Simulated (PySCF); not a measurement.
C2H9AsGa (SMILES [CH3][Ga]([CH3])<-[AsH3]), doublet (typed; the unrestricted solution is spin-contaminated), geometry from GFN2-xTB (such geometries of metal compounds can be far from the true shape) (the spin is typed, not shown lowest), atoms displaced at random by about 0.08 Å a coordinate; HF/STO-3G, gradient run with PySCF.

The PySCF input:
```python
from pyscf import gto, scf

mol = gto.Mole()
mol.atom = '''
    Ga    0.454250    0.896746    0.221441
    C     1.856452    2.531610   -0.127281
    H     2.425621    2.325856   -1.102991
    H     2.573197    2.672458    0.712693
    H     1.419694    3.488479   -0.346142
    C    -1.018716    1.367792    1.732971
    H    -1.710214    0.402468    1.799961
    H    -1.460482    2.223996    1.752605
    H    -0.490542    1.358826    2.792121
    As   -0.573968   -1.758134   -0.506112
    H    -0.031333   -1.942567    0.905580
    H     0.716667   -1.981735   -1.147955
    H    -0.824447   -3.501754   -0.747568
'''
mol.basis = 'sto-3g'
mol.charge = 0
mol.spin = 1
mol.verbose = 4
mol.build()

mf = scf.UHF(mol)
mf.kernel()
g = mf.nuc_grad_method()
grad = g.kernel()
```

What the program printed (banner, timings and long lists left out):

```
PySCF version 2.14.0

[INPUT] verbose = 4
[INPUT] num. atoms = 13
[INPUT] num. electrons = 85
[INPUT] charge = 0
[INPUT] spin (= nelec alpha-beta = 2S) = 1
[INPUT] symmetry False subgroup None
[INPUT] Mole.unit = angstrom
[INPUT] Symbol           X                Y                Z      unit          X                Y                Z       unit  Magmom
[INPUT]  1 Ga     0.454250000000   0.896746000000   0.221441000000 AA    0.858408092084   1.694604343299   0.418462842750 Bohr   0.0
[INPUT]  2 C      1.856452000000   2.531610000000  -0.127281000000 AA    3.508185843401   4.784049554210  -0.240526230861 Bohr   0.0
[INPUT]  3 H      2.425621000000   2.325856000000  -1.102991000000 AA    4.583759371994   4.395230845176  -2.084350907860 Bohr   0.0
[INPUT]  4 H      2.573197000000   2.672458000000   0.712693000000 AA    4.862637594552   5.050213699403   1.346794580895 Bohr   0.0
[INPUT]  5 H      1.419694000000   3.488479000000  -0.346142000000 AA    2.682832840688   6.592269901297  -0.654113580209 Bohr   0.0
[INPUT]  6 C     -1.018716000000   1.367792000000   1.732971000000 AA   -1.925094238712   2.584752275371   3.274840571814 Bohr   0.0
[INPUT]  7 H     -1.710214000000   0.402468000000   1.799961000000 AA   -3.231836074397   0.760554293901   3.401433324898 Bohr   0.0
[INPUT]  8 H     -1.460482000000   2.223996000000   1.752605000000 AA   -2.759910989857   4.202743342128   3.311943454543 Bohr   0.0
[INPUT]  9 H     -0.490542000000   1.358826000000   2.792121000000 AA   -0.926990032596   2.567808990938   5.276343996647 Bohr   0.0
[INPUT] 10 As    -0.573968000000  -1.758134000000  -0.506112000000 AA   -1.084642324264  -3.322391750286  -0.956413068356 Bohr   0.0
[INPUT] 11 H     -0.031333000000  -1.942567000000   0.905580000000 AA   -0.059210788661  -3.670919608618   1.711298183884 Bohr   0.0
[INPUT] 12 H      0.716667000000  -1.981735000000  -1.147955000000 AA    1.354304352514  -3.744936401465  -2.169320553325 Bohr   0.0
[INPUT] 13 H     -0.824447000000  -3.501754000000  -0.747568000000 AA   -1.557979034219  -6.617356015600  -1.412698779489 Bohr   0.0

nuclear repulsion = 464.849530107059
number of shells = 31
number of NR pGTOs = 165
number of NR cGTOs = 55
basis = sto-3g
ecp = {}

******** <class 'pyscf.scf.uhf.UHF'> ********
method = UHF
initial guess = minao
damping factor = 0
level_shift factor = 0
DIIS = <class 'pyscf.scf.diis.CDIIS'>
diis_start_cycle = 1
diis_space = 8
diis_damp = 0
SCF conv_tol = 1e-09
SCF conv_tol_grad = None
SCF max_cycles = 50
direct_scf = True
direct_scf_tol = 1e-13
number electrons alpha = 43  beta = 42
Set gradient conv threshold to 3.16228e-05
init E= -4184.01386481955

cycle= 1 E= -4189.77806977276  delta_E= -5.76  |g|= 0.454  |ddm|= 2.74
cycle= 2 E= -4190.00526111762  delta_E= -0.227  |g|= 0.104  |ddm|= 1.07
cycle= 3 E= -4190.02370913245  delta_E= -0.0184  |g|= 0.0537  |ddm|= 0.271
cycle= 4 E= -4190.03743578913  delta_E= -0.0137  |g|= 0.0602  |ddm|= 0.228
cycle= 5 E= -4190.03998981416  delta_E= -0.00255  |g|= 0.0621  |ddm|= 0.0392
cycle= 6 E= -4190.01055994459  delta_E= 0.0294  |g|= 0.0732  |ddm|= 0.602
cycle= 7 E= -4190.00958565673  delta_E= 0.000974  |g|= 0.0731  |ddm|= 0.0335
cycle= 8 E= -4190.00567383614  delta_E= 0.00391  |g|= 0.0729  |ddm|= 0.16
cycle= 9 E= -4190.00664987686  delta_E= -0.000976  |g|= 0.0706  |ddm|= 0.0473
cycle= 10 E= -4190.00804373985  delta_E= -0.00139  |g|= 0.0715  |ddm|= 0.27
cycle= 11 E= -4190.01141684219  delta_E= -0.00337  |g|= 0.0617  |ddm|= 0.263
cycle= 12 E= -4190.01158321078  delta_E= -0.000166  |g|= 0.109  |ddm|= 0.418
cycle= 13 E= -4190.00996971382  delta_E= 0.00161  |g|= 0.105  |ddm|= 0.0956
cycle= 14 E= -4190.01478559407  delta_E= -0.00482  |g|= 0.0323  |ddm|= 0.291
cycle= 15 E= -4190.01458589067  delta_E= 0.0002  |g|= 0.0427  |ddm|= 0.228
cycle= 16 E= -4190.0197386215  delta_E= -0.00515  |g|= 0.0399  |ddm|= 0.168
cycle= 17 E= -4190.01547527737  delta_E= 0.00426  |g|= 0.0411  |ddm|= 0.145
cycle= 18 E= -4190.01591807655  delta_E= -0.000443  |g|= 0.0374  |ddm|= 0.047
cycle= 19 E= -4190.02308665897  delta_E= -0.00717  |g|= 0.0285  |ddm|= 0.276
cycle= 20 E= -4190.02195951279  delta_E= 0.00113  |g|= 0.0272  |ddm|= 0.0568
cycle= 21 E= -4190.01797915819  delta_E= 0.00398  |g|= 0.0278  |ddm|= 0.201
cycle= 22 E= -4190.01617960492  delta_E= 0.0018  |g|= 0.0267  |ddm|= 0.111
cycle= 23 E= -4190.01448264102  delta_E= 0.0017  |g|= 0.0303  |ddm|= 0.115
cycle= 24 E= -4190.01871902266  delta_E= -0.00424  |g|= 0.0272  |ddm|= 0.192
cycle= 25 E= -4190.02147256533  delta_E= -0.00275  |g|= 0.0231  |ddm|= 0.143
cycle= 26 E= -4190.01863757153  delta_E= 0.00283  |g|= 0.0211  |ddm|= 0.223
cycle= 27 E= -4190.01940297371  delta_E= -0.000765  |g|= 0.0215  |ddm|= 0.044
cycle= 28 E= -4190.02009870961  delta_E= -0.000696  |g|= 0.0214  |ddm|= 0.0529
cycle= 29 E= -4190.02121928063  delta_E= -0.00112  |g|= 0.0198  |ddm|= 0.0801
cycle= 30 E= -4190.02250107084  delta_E= -0.00128  |g|= 0.0199  |ddm|= 0.111
cycle= 31 E= -4190.02321337202  delta_E= -0.000712  |g|= 0.0205  |ddm|= 0.0327
cycle= 32 E= -4190.02207078513  delta_E= 0.00114  |g|= 0.0309  |ddm|= 0.22
cycle= 33 E= -4190.02289835762  delta_E= -0.000828  |g|= 0.0243  |ddm|= 0.112
cycle= 34 E= -4190.02328270385  delta_E= -0.000384  |g|= 0.0225  |ddm|= 0.04
cycle= 35 E= -4190.02383085229  delta_E= -0.000548  |g|= 0.0205  |ddm|= 0.119
cycle= 36 E= -4190.02461304677  delta_E= -0.000782  |g|= 0.0273  |ddm|= 0.238
cycle= 37 E= -4190.02557836986  delta_E= -0.000965  |g|= 0.0287  |ddm|= 0.0717
cycle= 38 E= -4190.0238645589  delta_E= 0.00171  |g|= 0.0191  |ddm|= 0.185
cycle= 39 E= -4190.02365010914  delta_E= 0.000214  |g|= 0.0145  |ddm|= 0.102
cycle= 40 E= -4190.02368114549  delta_E= -3.1e-05  |g|= 0.0164  |ddm|= 0.0369
cycle= 41 E= -4190.02347857764  delta_E= 0.000203  |g|= 0.0189  |ddm|= 0.0238
cycle= 42 E= -4190.0237270592  delta_E= -0.000248  |g|= 0.0173  |ddm|= 0.059
cycle= 43 E= -4190.02355878813  delta_E= 0.000168  |g|= 0.0144  |ddm|= 0.0658
cycle= 44 E= -4190.02347183256  delta_E= 8.7e-05  |g|= 0.0153  |ddm|= 0.0208
cycle= 45 E= -4190.02354737783  delta_E= -7.55e-05  |g|= 0.0156  |ddm|= 0.0122
cycle= 46 E= -4190.02402406916  delta_E= -0.000477  |g|= 0.0107  |ddm|= 0.12
cycle= 47 E= -4190.02439823243  delta_E= -0.000374  |g|= 0.0103  |ddm|= 0.0697
cycle= 48 E= -4190.02462429769  delta_E= -0.000226  |g|= 0.0101  |ddm|= 0.0756
cycle= 49 E= -4190.02474336673  delta_E= -0.000119  |g|= 0.0102  |ddm|= 0.0295
cycle= 50 E= -4190.02465300297  delta_E= 9.04e-05  |g|= 0.0101  |ddm|= 0.0324
SCF not converged.
SCF energy = -4190.02465300297 after 50 cycles  <S^2> = 1.177343  2S+1 = 2.3894292

WARN: Ground state UHF not converged

******** <class 'pyscf.grad.uhf.Gradients'> for <class 'pyscf.scf.uhf.UHF'> ********
unit = Eh/Bohr
--------------- UHF gradients ---------------
         x                y                z
0 Ga     0.0043852984    -0.0715489587    -0.0373827479
1 C    -0.0099874258     0.0468502391     0.0356809608
2 H     0.0145944543    -0.0004073116    -0.0481080019
3 H     0.0146239487     0.0086347972     0.0188823144
4 H     0.0178849521    -0.0072221902    -0.0095354129
5 C    -0.1112203183     0.2148887893    -0.0485480970
6 H    -0.0285633826    -0.0734571411     0.0073157983
7 H     0.0820272594    -0.1264388201     0.0184312654
8 H     0.0200587961     0.0040310962     0.0638442352
9 As    -0.0149593594     0.0770723217    -0.0161883266
10 H     0.0127004236     0.0039502068     0.0301791839
11 H    -0.0003831251    -0.0057457047    -0.0018347441
12 H    -0.0011615215    -0.0706073240    -0.0127364276
----------------------------------------------
```

The run did not converge; its last values are not results.
